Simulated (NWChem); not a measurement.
Species: C2H6O2Si; SMILES O[SiH2]C(C)=O

```xyz
11

C      0.5604    -2.1550     0.0000
C     -0.1720    -0.8333     0.0000
O     -1.3981    -0.7763     0.0000
Si     0.6958     0.9037     0.0000
O     -0.6058     1.9280     0.0000
H      1.2126    -2.2203    -0.8813
H      1.2126    -2.2203     0.8813
H     -0.1478    -2.9886     0.0000
H      1.5501     1.0548    -1.2086
H      1.5501     1.0548     1.2086
H     -1.4183     1.3845     0.0000
```
Atoms are numbered in this order, from 1.

Program: NWChem. Geometry: optimised at B3LYP/6-31G* (spherical d). Total energies of different functionals are on different scales.

```
level                                 energy (Ha)  highest occupied level (eV)  orbital gap (eV)  dipole (D)  relative time
------------------------------------  -----------  ---------------------------  ----------------  ----------  -------------
PBE/def2-SVP                            -519.1068                        -5.69              3.28        2.53              1
B3LYP/def2-SVP                          -519.5449                        -6.94              5.44        2.65              2
LDA (Slater exchange, VWN5)/def2-SVP    -516.5505                        -5.85              3.21        2.67              1
TPSSh/def2-SVP                          -519.5499                        -6.39              4.56        2.59              1
BLYP/def2-SVP                           -519.4491                        -5.55              3.34        2.49              1
CAM-B3LYP/def2-SVP                      -519.4314                        -8.57              8.59        2.70              5
```

Relative times are rough (shared machine, one core).
